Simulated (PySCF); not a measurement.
Te(Br)(SH) (BrHSTe), SMILES S[Te]Br.

Coordinates come from a PBE0-D3(BJ)/def2-SVP optimisation. The def2 effective core potentials stand for the cores of Te; spin–orbit coupling is left out. One conformer was computed; it need not be the lowest.

Calculation: PBE0-D3(BJ)/def2-SVP run with PySCF.

Frequencies are harmonic and unscaled.

Computed harmonic wavenumbers and intensities:
| mode | ν (cm⁻¹) | IR (km/mol) | Raman (Å⁴/amu) | depolarisation | moving atoms (share of kinetic energy) |
|---|---|---|---|---|---|
| 1 | 104 | 0.5 | 8.2 | 0.65 | S 55 %, Br 25 %, Te 17 % |
| 2 | 250 | 18.0 | 11.8 | 0.25 | Br 60 %, Te 40 % |
| 3 | 349 | 23.7 | 8.8 | 0.75 | H 95 % |
| 4 | 369 | 13.1 | 15.7 | 0.24 | S 79 %, Te 20 % |
| 5 | 778 | 1.2 | 21.3 | 0.52 | H 97 % |
| 6 | 2686 | 0.5 | 167.5 | 0.27 | H 97 % |
